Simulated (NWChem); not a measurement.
A series in which one site is exchanged, each optimised at PBE0/def2-SVP with NWChem, gas phase unless a solvent is named. 

A: C[Si](F)(F)Cl (CH3ClF2Si; site = Si)
B: [CH3][Ge]([F])([F])[Cl] (CH$_{3}$ClF$_{2}$Ge; site = Ge)
C: FC(C)(F)Cl (C2H3ClF2; site = C)

Task: Rank them by dipole (D), PBE0/def2-SVP, lowest first.

Result: C (2.10), A (2.45), B (3.36)
